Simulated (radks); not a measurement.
Question: These are the eigenvalues of the occupied orbitals of an atom or ion with whole-number occupations (Ry). All-electron calculation, Dirac Kohn-Sham, PBE, spin-unpolarised, spherical densities, finite nucleus; Fermi nuclear charge, rms radius of each element as measured or else 0.836 A^(1/3) + 0.57 fm. Program: a radial shooting solver on a logarithmic mesh with Libxc functionals.

orbital  eigenvalue
1s1/2     -1456.676
2s1/2     -206.1006
2p1/2     -189.6397
2p3/2     -181.8075
3s1/2     -35.48262
3p1/2     -29.21830
3p3/2     -27.92888
3d3/2     -16.85620
3d5/2     -16.61211
4s1/2      -5.21582
4p1/2      -3.44399
4p3/2      -3.26233
4d3/2      -0.76984
4d5/2      -0.75410

Which element is it, and in what charge state? The configuration may be excited. Open shells, if any, fill j = l - 1/2 first.

Answer: Z = 42, molybdenum, charge +1: Mo+ in [Kr] 4d5. The list shows which subshells hold electrons but not how many an open one holds; the 1s level, -728.34 hartree, gives Z - s = 38.2 by -(Z - s)^2/2, which with screening and relativity narrows Z to a few neighbours, and the depths of the outer levels then fix element, charge and occupations together.
